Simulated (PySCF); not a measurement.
Bonding in `C#C[Si@H](S)C(F)(F)F`

Species: C₃H₃F₃SSi.
SMILES with atom numbers: `[CH:1]#[C:2][Si@H:3]([SH:4])[C:5]([F:6])([F:7])[F:8]` (hydrogens: H9 on C1; H10 on Si3; H11 on S4)

Cartesian coordinates in Å at the GFN2-xTB level; atoms count from 1:
```xyz
11
C3H3F3SSi angstrom
C      2.6646   -0.6285    0.2823
C      1.6101   -0.2525   -0.1595
Si     0.0001    0.3783   -0.7949
S     -0.3238    2.4447   -0.3397
C     -1.3148   -0.6420    0.2234
F     -1.0737   -1.9642    0.1944
F     -2.5688   -0.4770   -0.2415
F     -1.3539   -0.2933    1.5282
H      3.5829   -0.9694    0.6672
H     -0.2653    0.1385   -2.2015
H     -0.9521    2.2682    0.8158
```

Bond orders from the PBE0/pcSseg-1 density (PySCF). Geometry: GFN2-xTB, one conformer, isolated molecule.

(1) Where do the orders between heavy atoms depart from those drawn in the SMILES?

(2) Give the Mayer order of every bond, beside its length.

Answers

(1) The largest departure is 0.450, at C1–C2 (drawn triple, 2.550). Drawn single, order below 0.88: Si3–C5 (0.796). Drawn double or triple, more than 0.30 short of the drawn order: C1–C2 (2.550).

(2) 
| bond | drawn as | length (Å) | Mayer order |
| --- | --- | --- | --- |
| C1–C2 | triple | 1.204 | 2.550 |
| C2–Si3 | single | 1.842 | 0.920 |
| Si3–S4 | single | 2.141 | 1.075 |
| Si3–C5 | single | 1.951 | 0.796 |
| C5–F6 | single | 1.344 | 0.977 |
| C5–F7 | single | 1.348 | 0.968 |
| C5–F8 | single | 1.351 | 0.954 |
| C1–H9 | single | 1.052 | 1.084 |
| Si3–H10 | single | 1.451 | 0.939 |
| S4–H11 | single | 1.327 | 0.917 |

By pair of heavy elements: C–Si: lowest Si3–C5 (0.796, 1.951 Å), highest C2–Si3 (0.920, 1.842 Å). C–F: lowest C5–F8 (0.954, 1.351 Å), highest C5–F6 (0.977, 1.344 Å).

**Question.** Sum the orders of all bonds at each heavy atom with more than one neighbour and set the sums beside the valence in the SMILES.

**Answer.** C1 3.634 (drawn 4), C2 3.470 (drawn 4), Si3 3.730 (drawn 4), S4 1.992 (drawn 2), C5 3.695 (drawn 4). Orders between atoms that aren't bonded are not in these sums.

Mayer orders depend on the basis set.

These values come from a run that also computed NMR shieldings. Hardware: one thread, Arm Neoverse N1 (aarch64), shared host with 64 logical CPUs at a one-minute load of 62. Cost: 49 s (with the writing of density and orbital grids), 0.74 GiB resident at most.
